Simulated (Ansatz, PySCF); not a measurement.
Energy difference R1 → P1, each structure at its B3LYP-D3(BJ)/def2-TZVP stationary point, reached from a drawn start; harmonic modes at that level show minima.
R1, C4H4 (SMILES C#CC=C) (charge 0, multiplicity 1):
| atom | x (Å) | y (Å) | z (Å) |
|---|---|---|---|
| C | -1.1485 | 0.7502 | 0.5478 |
| C | -0.5889 | -0.3240 | -0.0113 |
| C | 0.7877 | -0.4309 | -0.3412 |
| C | 1.9484 | -0.5525 | -0.6324 |
| H | -0.5669 | 1.6299 | 0.7896 |
| H | -2.2056 | 0.7692 | 0.7751 |
| H | -1.2011 | -1.1906 | -0.2414 |
| H | 2.9749 | -0.6515 | -0.8864 |
P1, C4H4 (SMILES C=C1C=C1) (charge 0, multiplicity 1):
```xyz
8

C      1.45984     0.02670     0.18195
C      0.14474     0.00264     0.01805
C     -1.14949     0.62379    -0.01556
C     -1.09494    -0.66484    -0.26414
H      2.04971    -0.87277     0.07473
H      1.97259     0.94634     0.42657
H     -1.75633     1.50726     0.08595
H     -1.62611    -1.56913    -0.50745
```

P less R. No zero-point or thermal terms.

Frozen-core correlation throughout. CBS(a, b) extrapolates the correlation energy as X⁻³ and adds the Hartree–Fock energy of set b.

Codes used: Ansatz (a program for electronic structure) with Gaussian orbitals; PySCF for M06-2X and the D3/D4 terms. All values are computed, each at the level named.

```tsv
level	reaction energy (kJ/mol)
BLYP/def2-TZVPP	100.6
BLYP-D3(BJ)/def2-TZVPP	100.2
BLYP-D4/def2-TZVPP	99.2
PBE0-D3(BJ)/def2-TZVPP	69.0
M06-2X/def2-TZVPP	74.9
wB97X-V/def2-TZVPP	73.5
wB97M-V/def2-TZVPP	83.0
MP2/CBS(cc-pVTZ, cc-pVQZ)	…
CCSD(T)/CBS(cc-pVTZ, cc-pVQZ)	…
```

### Question
What belongs in the gaps?

### Answer

- MP2/CBS(cc-pVTZ, cc-pVQZ), reaction energy (kJ/mol): 98.9
- CCSD(T)/CBS(cc-pVTZ, cc-pVQZ), reaction energy (kJ/mol): 99.5
